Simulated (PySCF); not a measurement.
## UHF on As²⁺ (arsenic, charge +2)

Configuration: [Ar] 3d10 4s2 4p1, 2P determinant. Computed with PySCF 2.14 in aug-cc-pVTZ-PP with one added diffuse shell each of s, d, f type with ECP10MDF (7s5p5d3f, 68 functions), with a scalar-relativistic core potential.

```json
{
  "Total energy": "-330.203463 hartree",
  "One-electron energy": "-569.4315 hartree",
  "Hartree (Coulomb) energy": "264.3858 hartree",
  "Exchange energy": "-25.1577 hartree",
  "⟨S²⟩": "0.7587",
  "⟨L²⟩": "2.026",
  "Sum of ⟨r⟩": "17.44 bohr",
  "Sum of ⟨r²⟩": "22.09 bohr²",
  "Traceless quadrupole moment −½Σ⟨3z² − r²⟩ along its main axis": "-2.21 e·bohr²",
  "Time after the integrals": "0.46 s of wall time on 1 thread of Intel(R) Xeon(R) 6975P-C (shared host)"
}
```

```tsv
shell	electrons	mean orbital energy (hartree)	spread (hartree)	rms radius, mean of both spins (bohr)
3s α	1	-8.88669	0	0.641
3s β	1	-8.87911	0	0.641
3p α	3	-6.79802	0.00026	0.668
3p β	3	-6.78921	0.02502	0.668
3d α	5	-2.86913	0.01300	0.740
3d β	5	-2.86356	0.02439	0.740
4s α	1	-1.43191	0	1.97
4s β	1	-1.33060	0	1.97
4p α	1	-1.02196	0	2.31
```

Energies and moments cover only the electrons outside the core potential.
